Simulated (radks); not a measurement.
Question: The silver ion Ag4+ is in [Kr] 4d7. All-electron calculation, scalar-relativistic Kohn-Sham, LDA (Slater exchange, Perdew-Wang correlation), spin-polarised, spherical densities, finite nucleus; Fermi nuclear charge, rms radius of each element as measured or else 0.836 A^(1/3) + 0.57 fm. Program: a radial shooting solver on a logarithmic mesh with Libxc functionals. Open shells are filled with parallel spins first. One electron is removed from 4s, 4p, 4d, 3d in turn, with full relaxation. Which removal costs least, and what does each cost?

Answer: 4d 67.013 eV; 4p 122.09 eV; 4s 159.65 eV; 3d 437.79 eV. The 4d electron leaves first.
